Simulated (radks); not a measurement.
Values are calculated unless marked as measured or tabulated.
Problem. These are the eigenvalues of the occupied orbitals of an atom or ion with whole-number occupations (hartree). Code: a radial shooting solver on a logarithmic mesh with Libxc functionals. Model: scalar-relativistic Kohn-Sham, LDA (Slater exchange, Perdew-Wang correlation), spin-polarised, spherical densities, finite nucleus; Fermi nuclear charge, rms radius of each element as measured or else 0.836 A^(1/3) + 0.57 fm.

1s up: -34.84287
1s down: -34.72578
2s up: -4.88308
2s down: -4.65309
2p up: -4.11489

Which element is it, and in what charge state? The configuration may be excited. Open shells, if any, are filled with parallel spins first.

Solution. Z = 10, neon, charge +4: Ne4+ in [He] 2s2 2p2. The list shows which subshells hold electrons but not how many an open one holds; the 1s level, -34.843 hartree, gives Z - s = 8.3 by -(Z - s)^2/2, which with screening and relativity narrows Z to a few neighbours, and the depths of the outer levels then fix element, charge and occupations together.
